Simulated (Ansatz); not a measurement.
Consider the isomerisation: `C=C1N[SiH]1Cl` → `N=C1[SiH2]C1Cl`.

Calculated with Ansatz (gas phase, PBE0-D4/def2-TZVP geometries, no zero-point term in ΔE). CBS: MP2 limit from def2 TZ/QZ plus the TZ coupled-cluster correction, frozen cores. Functionals use def2-TZVPP. B3LYP here is the variant with VWN-RPA as its local correlation; programs differ in this. One conformer a species, not always the lowest.

| level | ΔE (eV) | difference from CCSD(T)/CBS |
| --- | --- | --- |
| PBE-D4 | 2.19 | -0.17 |
| r2SCAN-D4 | 2.37 | 0.01 |
| PBE0-D4 | 2.32 | -0.04 |
| B3LYP-D4 | 2.32 | -0.04 |
| ωB97X-V | 2.32 | -0.04 |
| B2PLYP | 2.36 | 0.00 |
| PBE | 2.20 | -0.16 |
| r2SCAN | 2.37 | 0.01 |
| PBE0 | 2.32 | -0.04 |
| B3LYP | 2.33 | -0.03 |
| MP2/def2-TZVPP | 2.41 | 0.05 |
| SCS-MP2/def2-TZVPP | 2.35 | -0.01 |
| CCSD/def2-TZVPP | 2.33 | -0.03 |
| CCSD(T)/def2-TZVPP | 2.29 | -0.07 |
| SCS-MP2/def2-QZVPP | 2.40 | 0.04 |
| CCSD/CBS(def2) | 2.40 | 0.04 |
| CCSD(T)/CBS | 2.36 | 0 |

Largest T1 diagnostic among the species: 0.013.

From PBE to PBE0 (25 % exact exchange), in def2-TZVPP and without D4, ΔE moves by +0.12 eV. In def2-TZVPP, CCSD(T) changes the Hartree–Fock value by −0.22 eV (the triples alone add −0.04 eV) and MP2 by −0.10 eV.
